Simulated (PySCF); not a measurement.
O2Se, triplet, geometry from GFN2-xTB (a higher spin typed on purpose: for a closed-shell molecule this is an excited state); PBE0/6-311G** in PySCF.

PySCF was given this input:
```python
from pyscf import gto, scf, dft

mol = gto.M(
    atom='''
O    -1.39321454    0.52551246    0.02865993
Se    0.01391937   -0.27854277   -0.02333375
O     1.33405721    0.65829433    0.07050850
''',
    basis='6-311g**',
    spin=2,
    verbose=4,
)

mf = dft.UKS(mol)
mf.xc = 'pbe0'
mf.kernel()
```

Q: Write the output that PySCF gives for this input, abridged.

A: 
```
PySCF version 2.14.0

[INPUT] verbose = 4
[INPUT] num. atoms = 3
[INPUT] num. electrons = 50
[INPUT] charge = 0
[INPUT] spin (= nelec alpha-beta = 2S) = 2
[INPUT] symmetry False subgroup None
[INPUT] Mole.unit = angstrom
[INPUT] Symbol           X                Y                Z      unit          X                Y                Z       unit  Magmom
[INPUT]  1 O     -1.393214540000   0.525512460000   0.028659930000 AA   -2.632793913362   0.993074624446   0.054159418449 Bohr   0.0
[INPUT]  2 Se     0.013919370000  -0.278542770000  -0.023333750000 AA    0.026303797126  -0.526369549278  -0.044094396959 Bohr   0.0
[INPUT]  3 O      1.334057210000   0.658294330000   0.070508500000 AA    2.521002761401   1.243995993054   0.133241754454 Bohr   0.0

nuclear repulsion = 189.937464801388
number of shells = 34
number of NR pGTOs = 146
number of NR cGTOs = 80
basis = 6-311g**
ecp = {}

******** <class 'pyscf.dft.uks.UKS'> ********
method = UKS
initial guess = minao
damping factor = 0
level_shift factor = 0
DIIS = <class 'pyscf.scf.diis.CDIIS'>
diis_start_cycle = 1
diis_space = 8
diis_damp = 0
SCF conv_tol = 1e-09
SCF conv_tol_grad = None
SCF max_cycles = 50
direct_scf = True
direct_scf_tol = 1e-13
number electrons alpha = 26  beta = 24
XC library pyscf.dft.libxc version 7.1.2
    S. Lehtola, C. Steigemann, M. J. T. Oliveira, and M. A. L. Marques,  SoftwareX 7, 1–5 (2018)
XC functionals = pbe0
    C. Adamo and V. Barone,  J. Chem. Phys. 110, 6158 (1999)
    M. Ernzerhof and G. E. Scuseria,  J. Chem. Phys. 110, 5029 (1999)
radial grids:
    Treutler-Ahlrichs [JCP 102, 346 (1995); DOI:10.1063/1.469408] (M4) radial grids

becke partition: Becke, JCP 88, 2547 (1988); DOI:10.1063/1.454033
pruning grids: <function nwchem_prune>
grids dens level: 3
symmetrized grids: False
atomic radii adjust function: <function treutler_atomic_radii_adjust>
small_rho_cutoff = 0
Set gradient conv threshold to 3.16228e-05
tot grids = 48592
init E= -2549.01289622477

cycle= 1 E= -2551.1214794311  delta_E= -2.11  |g|= 1.45  |ddm|= 1.55
cycle= 2 E= -2550.25008247304  delta_E= 0.871  |g|= 1.82  |ddm|=  1.6

cycle= 3 E= -2551.25199229347  delta_E=   -1  |g|= 0.591  |ddm|= 1.42
cycle= 4 E= -2551.38827319935  delta_E= -0.136  |g|= 0.118  |ddm|= 0.423
cycle= 5 E= -2551.39265891029  delta_E= -0.00439  |g|= 0.0351  |ddm|= 0.0668
cycle= 6 E= -2551.39298007779  delta_E= -0.000321  |g|= 0.00983  |ddm|= 0.0247
cycle= 7 E= -2551.39307617559  delta_E= -9.61e-05  |g|= 0.00199  |ddm|= 0.0179
cycle= 8 E= -2551.39308068781  delta_E= -4.51e-06  |g|= 0.00183  |ddm|= 0.00447
cycle= 9 E= -2551.39308141419  delta_E= -7.26e-07  |g|= 0.00143  |ddm|= 0.00187
cycle= 10 E= -2551.39308241869  delta_E= -1e-06  |g|= 0.000148  |ddm|= 0.00116
cycle= 11 E= -2551.39308244655  delta_E= -2.79e-08  |g|= 4.36e-05  |ddm|= 0.000315
cycle= 12 E= -2551.39308244917  delta_E= -2.62e-09  |g|= 9.29e-06  |ddm|= 9.45e-05
cycle= 13 E= -2551.39308244929  delta_E= -1.24e-10  |g|= 3.03e-06  |ddm|= 2.03e-05
Extra cycle  E= -2551.39308244929  delta_E= 2.73e-12  |g|= 1.93e-06  |ddm|= 5.03e-06
converged SCF energy = -2551.39308244929  <S^2> = 2.0229117  2S+1 = 3.0152358
```
